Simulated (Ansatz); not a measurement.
`[GeH3][SiH]1[BH][AlH][O]1`. The species carries charge 0 and has multiplicity 1. Correlated methods include outer-core shells of Ge, which these sets cover unevenly. Scalar relativity is left out up to krypton.

```xyz
11

Ge   -0.4312    0.7622    1.8727
Si   -0.3013   -0.7591    0.0341
B     1.4693   -0.6923   -0.9295
Al    0.1070    0.0173   -2.4424
O    -1.1698   -0.1976   -1.2862
H    -1.8891    1.0679    2.2593
H     0.2494    2.0973    1.5139
H     0.2920    0.1772    3.0988
H    -0.7855   -2.1024    0.4711
H     2.6113   -0.9104   -0.6783
H    -0.1522    0.5398   -3.9135
```

Problem. Give the diagnostics of a CCSD(T)/def2-TZVPP run (frozen core, Ansatz). (Estimate.)

Solution. Computed: T1 = 0.0146, largest single amplitude 0.034, largest double 0.042, (T) share of the correlation energy 3.8 %, 11 CCSD cycles. The RHF solution is unstable towards an unrestricted one. T1 lies under the customary mark of 0.02 for closed shells.
